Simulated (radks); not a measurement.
Species: the lutetium ion Lu5+. Configuration: [Xe] 4f12. All-electron calculation, scalar-relativistic Kohn-Sham, SCAN, spin-polarised, spherical densities, finite nucleus; open shells are filled with parallel spins first (spin-orbit coupling, left out, can overturn this in heavy ions); meta-GGA in the generalised Kohn-Sham scheme; Fermi nuclear charge, rms radius 5.37 fm. Program: a radial shooting solver on a logarithmic mesh with Libxc functionals.

Normalised radial functions P(r) = r R(r), r in bohr:

r,5p up,4f up
0.0007065,0.0008,0.0000
0.001071,0.0017,0.0000
0.001611,0.0034,0.0000
0.002442,0.0067,0.0000
0.003672,0.0133,0.0000
0.005566,0.0263,0.0000
0.00837,0.0499,0.0000
0.01269,0.0914,0.0002
0.01908,0.1528,0.0007
0.02892,0.2245,0.0030
0.04349,0.2533,0.0118
0.06593,0.1451,0.0435
0.09915,-0.1360,0.1365
0.1503,-0.3626,0.3622
0.226,-0.0979,0.7407
0.3426,0.4725,1.1417
0.5152,0.3221,1.2388
0.781,-0.6070,0.9399
1.175,-1.0389,0.5039
1.78,-0.6105,0.1727
2.677,-0.1380,0.0312
4.059,-0.0083,0.0019

5p up: eigenvalue -93.668 eV, 3 radial nodes at r = 0.0832, 0.242, 0.604 bohr, <r> = 1.27 bohr, 90 % of the charge inside 1.84 bohr. 4f up: eigenvalue -82.593 eV, 0 radial nodes, <r> = 0.652 bohr, 90 % of the charge inside 1.08 bohr.
